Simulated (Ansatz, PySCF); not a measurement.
This triplet is an excited state, 0.63 eV above the relaxed singlet at the level B3LYP/cc-pVTZ // PBE0-D3(BJ)/def2-TZVP (Ansatz, a quantum-chemistry and plane-wave program).

Cartesian coordinates (Å):
SMILES: C#C[C]O
```xyz
6

C      1.7548    -0.0089    -0.2631
C      0.5422     0.0326     0.0453
C     -0.7282     0.2464     0.2387
O     -1.8143    -0.4306     0.5621
H      2.8163    -0.0032    -0.1569
H     -2.5709     0.1637     0.6037
```
Charge 0, spin multiplicity 3.

**Question.** What highest occupied spin orbital, total energy and dipole moment does PBE-D3(BJ)/def2-TZVP // PBE0-D3(BJ)/def2-TZVP (PySCF) give?

**Answer.** 
The highest occupied spin orbital is -4.22 eV. The total energy comes out as -190.4101 Ha. The dipole moment comes out as 1.71 D.
